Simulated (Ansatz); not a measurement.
Cost and result for the atomization energy of `N#C[SiH]1CS1` (8 atoms, 8 bonds).

Charge 0, multiplicity 1. All single points use the PBE0-D4/def2-TZVP geometry. Program: Ansatz. All runs use 2 threads of an Arm Neoverse V1 on a shared host. Times are those of one run each, without the atoms' runs, and a repeat can differ threefold. Electronic energies, without spin–orbit coupling; frozen cores. CCSD(T)/CBS adds CCSD(T) − MP2 in def2-TZVPP to the MP2 limit, and its time is that of the two runs behind it. T1 = 0.014. HSE06 is the plane-wave form, built on full-range PBE exchange.

CCSD(T)/CBS is a level of theory with its own doubt, some kJ/mol a heavy atom from the limit and from the frozen cores, so smaller differences don't rank the functionals.

| level | functions | wall time | atomization (kcal/mol) | difference from CCSD(T)/CBS | per bond |
| --- | --- | --- | --- | --- | --- |
| LDA (SPW92)/def2-TZVPP | 219 | 1.8 s | 884.2 | 121.8 | 15.2 |
| BLYP-D4/def2-TZVPP | 219 | 2.8 s | 767.4 | 5.0 | 0.6 |
| CCSD(T)/def2-SVP | 93 | 4.3 s | 707.7 | -54.7 | -6.8 |
| BHLYP-D4/def2-TZVPP | 219 | 4.6 s | 730.4 | -32.0 | -4.0 |
| HSE06-D4/def2-TZVPP | 219 | 4.9 s | 769.2 | 6.8 | 0.8 |
| r2SCAN-D4/def2-TZVPP (with forces) | 219 | 7.5 s | 765.7 | 3.3 | 0.4 |
| r2SCANh-D4/def2-TZVPP | 219 | 8 s | 758.0 | -4.4 | -0.5 |
| PBE-QIDH/def2-TZVPP | 219 | 8.5 s | 759.7 | -2.7 | -0.3 |
| ωB97X-V/def2-TZVPP | 219 | 12 s | 768.1 | 5.7 | 0.7 |
| B97M-V/def2-TZVPP | 219 | 15 s | 769.9 | 7.5 | 0.9 |
| MP2/def2-QZVPP | 401 | 27 s | 776.6 | 14.2 | 1.8 |
| CCSD(T)/def2-TZVPP | 219 | 120 s | 737.3 | -25.1 | -3.1 |
| CCSD(T)/CBS(def2) | – | 2.4 min | 762.4 | 0.0 | 0.0 |

The D4 term adds +7.9 kcal/mol with B3LYP and +4.1 kcal/mol with PBE0; it sums over pairs of atoms, weighted by their polarisabilities, and B3LYP, whose exchange is more repulsive, gets the larger term. Leaving LDA and LC-ωPBE aside and taking each functional with its dispersion term where it has one, the values, not all of them listed here, spread over 60.5 kcal/mol, from BHLYP-D4 to PBE-D4. LDA lies +98.1 kcal/mol from PBE without D4, its usual overbinding. From PBE to PBE0 (25 % exact exchange), in def2-TZVPP and without D4, the atomization energy moves by −21.7 kcal/mol: exact exchange takes away binding that semilocal exchange gives to molecules.

B3LYP here is the variant with VWN-RPA as its local correlation; programs differ in this.
